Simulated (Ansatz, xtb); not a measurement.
**CBInO: where a starting geometry ends**

The starting geometry of this gas-phase singlet was built from a drawn formula by distance geometry and a force field; its bonds are those of `O=C=[B][In]`.

```xyz
4

C    -0.8423   -1.1908   -1.2749
B     0.0845   -0.5787   -2.0729
In    2.1103    0.0942   -2.7293
O    -1.6828   -1.6803   -0.5118
```

Where would you expect an optimisation with r2SCAN-D4/def2-SVP to take it?

It keeps its bonds, and is `O=C=[B][In]`.

The energy falls by 0.38 eV over 13 steps:

| step | E − E(last) (eV) |
| --- | --- |
| 1 | 0.383 |
| 2 | 0.047 |
| 4 | 0.005 |
| 5 | 0.002 |
| 6 | 0.001 |
| 8 | 0.000 |
| 9 | 0.000 |
| 10 | 0.000 |
| 12 | 0.000 |
| 13 | 0.000 |

Final geometry (Å):

```yaml
atoms:
  - { symbol: C, position_ang: [-0.9104, -1.2267, -1.1693] }
  - { symbol: B, position_ang: [0.2575, -0.6728, -1.8568] }
  - { symbol: In, position_ang: [2.1699, 0.2135, -2.9417] }
  - { symbol: O, position_ang: [-1.8473, -1.6696, -0.6210] }
```

From the same start GFN2-xTB ends elsewhere, differing in C1–In3 (2.51 against 3.83 Å here), In3–O4 (2.31 against 5.01 Å here).

No frequencies were run, so the end isn't proven a minimum. Atoms past krypton carry core potentials, without spin–orbit terms. Run with Ansatz 0.2.0, 2.5 min on 1 thread of Arm Neoverse N1, on a shared host.
